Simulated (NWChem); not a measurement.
# H6InOP

```xyz
9

In     0.1393     0.6710     0.3873
H      0.4167     0.1979     2.0233
H      1.0093     1.7575    -0.6473
O     -1.7491     0.1703    -0.2207
H     -2.0114     0.6469    -1.0201
P      0.4602    -1.9461    -0.9208
H     -0.1067    -1.9061    -2.2219
H     -0.4987    -2.8138    -0.3380
H      1.4552    -2.9314    -1.1948
```
Charge 0, spin multiplicity 1.

Program: NWChem. Structure: optimised with B3LYP/def2-SVP with def2 effective core potentials on In, with no frequency check, so it may be a saddle point. It is one conformer; others weren't searched.

Effective core potentials replace the inner electrons of In; spin-orbit coupling is left out. The structure started from a generated list of species. No SCF solution was tested for a lower state.

Worked example. At BHandHLYP/def2-TZVP the molecule has a total energy of -610.22274 Ha and the free atoms (multiplicities In 2, H 2, O 3, P 4) P -341.26839, H -0.49854, O -75.07712, In -190.04002 Ha. The electronic atomisation energy is the atoms' sum less the molecule's energy.

1·(-190.04002) + 6·(-0.49854) + 1·(-75.07712) + 1·(-341.26839) = -609.37677 Ha for the atoms; less the molecule's energy this leaves 0.84597 Ha, or 530.9 kcal/mol (2221 kJ/mol), without zero-point, thermal or spin-orbit terms.
